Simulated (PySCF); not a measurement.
C₅H₁₅AlO, singlet (GFN2-xTB optimised geometry):

```
22

Al    -0.256    -1.288     0.000
C      1.758    -1.288     0.000
H      2.238    -0.456    -0.528
H      2.113    -2.193    -0.503
H      2.213    -1.318     0.997
C     -1.162    -1.794    -1.721
H     -0.775    -1.306    -2.624
H     -2.251    -1.675    -1.745
H     -0.987    -2.864    -1.877
C     -1.199    -1.766     1.714
H     -0.764    -1.353     2.631
H     -1.195    -2.852     1.855
H     -2.257    -1.478     1.724
C     -1.426     1.453    -0.825
O     -0.594     0.673     0.000
C      0.016     1.402     1.038
H     -0.852     2.245    -1.317
H     -1.839     0.780    -1.571
H     -2.238     1.903    -0.245
H     -0.735     1.843     1.700
H      0.655     2.193     0.634
H      0.621     0.688     1.593
```

Method: PBE0/def2-SVP run with PySCF 2.14.0.

**Question.** What are the frontier orbital energies and the dipole moment?

**Answer.** HOMO-2 -8.88 eV, HOMO-1 -6.81 eV, HOMO -6.67 eV, LUMO 1.08 eV, LUMO+1 1.72 eV; dipole moment 4.73 D.

On the same geometry PBE/def2-SVP in PySCF 2.14.0 gives HOMO-2 -7.41 eV, HOMO-1 -5.50 eV, HOMO -5.36 eV, LUMO 0.21 eV, LUMO+1 0.83 eV; dipole moment 4.58 D.

Meta-Löwdin charges at PBE0/def2-SVP: Al1 0.74, C2 -0.62, H3 0.09, H4 0.10, H5 0.09, C6 -0.62, H7 0.09, H8 0.09, H9 0.11, C10 -0.61, H11 0.09, H12 0.10, H13 0.09, C14 -0.08, O15 -0.30, C16 -0.08, H17 0.11, H18 0.14, H19 0.11, H20 0.11, H21 0.11, H22 0.14.
